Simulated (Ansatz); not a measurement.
The molecule CI, multiplicity 4 (an upper state: multiplicity 2 came lower at CCSD(T)/def2-TZVPP on PBE0 minima). No spin–orbit coupling.

The constants come from a fifth-degree fit in 1/R (seven points, main isotopes). Runs in def2 and cc sets follow the lowest solution found near the PBE0 minimum.

Correlated levels freeze the inner cores; with def2 sets outer-core shells near the valence are correlated too.

Codes used: Ansatz (Gaussian orbitals).  In def2 rows elements past Kr take small-core potentials, without spin–orbit coupling.

| level | r_e (Å) | ω_e (cm⁻¹) | ω_e x_e (cm⁻¹) | dipole (D) |
|---|---|---|---|---|
| PBE/def2-TZVPP | 2.012 | 625 | 5.2 | 1.12 |
| PBE0/def2-TZVPP | 2.002 | 643 | 5.4 | 0.90 |
| wB97X-V/def2-TZVPP | 2.017 | 612 | 6.5 | 1.04 |
| CCSD/def2-TZVPP | 2.018 | [?] | 6.5 | - |
| CCSD(T)/def2-TZVPP | [?] | [?] | 6.0 | - |

Problem. Complete the blanks.

Solution. 
- CCSD(T)/def2-TZVPP, r_e (Å): 2.021
- CCSD(T)/def2-TZVPP, ω_e (cm⁻¹): 617
- CCSD/def2-TZVPP, ω_e (cm⁻¹): 623

Ansatz is a program for electronic structure.
